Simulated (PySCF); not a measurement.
Computed properties of 1,1-difluoropropan-2-one (C3H4F2O), SMILES CC(=O)C(F)F

1,1-difluoropropan-2-one (C₃H₄F₂O), SMILES FC(F)C(=O)C. Geometry optimised at B3LYP-D3(BJ)/def2-SVP. One conformer was computed; it need not be the lowest. All values are computed for the isolated molecule unless a solvent is named; none is compared with measurement here.

**Structure.** All 24 harmonic modes at B3LYP-D3(BJ)/def2-SVP (PySCF) are real, so it is a minimum. With heavy atoms numbered as in [CH3:1][C:2](=[O:3])[CH:4]([F:5])[F:6], the shortest bond between them is C2–O3 at 1.207 Å and the longest C2–C4 at 1.539 Å.

**Vibrations.** The strongest infrared lines (harmonic, unscaled, degenerate partners summed) lie at 1115 cm⁻¹ (169 km/mol, C 58 %, F 30 %, H 11 %), 1860 cm⁻¹ (134 km/mol, C 63 %, O 36 %), 1143 cm⁻¹ (78 km/mol, C 55 %, F 31 %, H 13 %). The softest mode is at 45 cm⁻¹ and the zero-point energy is 43.6 kcal/mol.

**Electronic structure.** ωB97X/def2-TZVP (PySCF) places the frontier levels at -10.45 and 1.00 eV, a gap of 11.45 eV, and gives a dipole moment of 1.22 D and a mean polarisability of 39.4 bohr³. PBE/def2-TZVP (PySCF) at the same geometry gives -6.29 and -2.55 eV, so its gap is 7.71 eV narrower. An orbital gap is neither the optical nor the fundamental gap.

**Excitations.** TDA-PBE0/def2-SVPD (PySCF) has S1 at 4.24 eV (292 nm, f = 0.000, dark); the most intense of the 10 singlets computed lies at 8.95 eV (f = 0.15). T1 (TDA) is at 3.55 eV, 0.69 eV under S1. TDA-PBE/def2-SVPD (PySCF) puts S1 at 4.01 eV. No vertical singlet excitation falls in the visible range (under 3.1 eV).

**NMR.** GIAO shifts at KT2/pcSseg-1 (PySCF) (non-relativistic, atoms alike by connectivity averaged): ¹³C from 24.3 to 194.0 ppm against TMS; ¹H from 2.6 to 5.7 ppm against TMS; ¹⁹F at -163.8 ppm against CFCl3.

**Solvation.** SMD-M06-2X/def2-SVP (PySCF) gives -2.4 kcal/mol in water, -4.8 kcal/mol in dichloromethane, -3.8 kcal/mol in 1-octanol (1 M in both phases, gas-phase geometry); of these solvents dichloromethane holds the molecule best.
